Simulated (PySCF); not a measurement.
W(O)(NH)(Cl)(SH) (ClH2NOSW), SMILES [W]([SH])(=[NH])([Cl])=[O], multiplicity 1.

Coordinates come from a B3LYP-D3(BJ)/def2-SVP optimisation. The multiplicity is an assumed one; no other spin state was optimised. The structure was generated by enumeration; whether it is a known compound was not checked. The def2 effective core potentials stand for the cores of W; spin–orbit coupling is left out. Other conformers were not sampled.

The numbers are results of TDA-PBE/def2-SVPD in PySCF 2.14.0, not measurements.

Vertical excitations. Isolated molecule, no solvent.

```tsv
state	energy (eV)	λ (nm)	f	main pairs
S1	4.08	304	0.006	HOMO−1→LUMO 70 %, HOMO→LUMO+1 24 %
S2	4.12	301	0.050	HOMO→LUMO 77 %
S3	4.22	294	0.006	HOMO→LUMO+1 67 %, HOMO−1→LUMO 14 %
S4	4.54	273	0.007	HOMO−1→LUMO+1 86 %
S5	4.76	260	0.009	HOMO−2→LUMO 74 %, HOMO−3→LUMO 15 %
S6	4.84	256	0.001	HOMO→LUMO+2 71 %, HOMO−3→LUMO 20 %
S7	5.03	246	0.004	HOMO−4→LUMO 33 %, HOMO−3→LUMO 33 %, HOMO−1→LUMO+2 11 %, HOMO→LUMO+2 7 %
S8	5.12	242	0.000	HOMO−1→LUMO+2 58 %, HOMO−2→LUMO+1 33 %
S9	5.16	240	0.022	HOMO→LUMO+3 42 %, HOMO−4→LUMO 26 %, HOMO−3→LUMO 9 %, HOMO→LUMO+2 7 %
S10	5.25	236	0.025	HOMO→LUMO+3 47 %, HOMO−3→LUMO 10 %, HOMO−2→LUMO+1 8 %, HOMO−4→LUMO 8 %
T1	3.37	368	0	HOMO→LUMO 99 %
T2	3.70	335	0	HOMO−1→LUMO 94 %
T3	3.91	317	0	HOMO→LUMO+1 92 %
T4	4.14	300	0	HOMO−1→LUMO+1 91 %
```
Triplets are in the Tamm–Dancoff approximation.
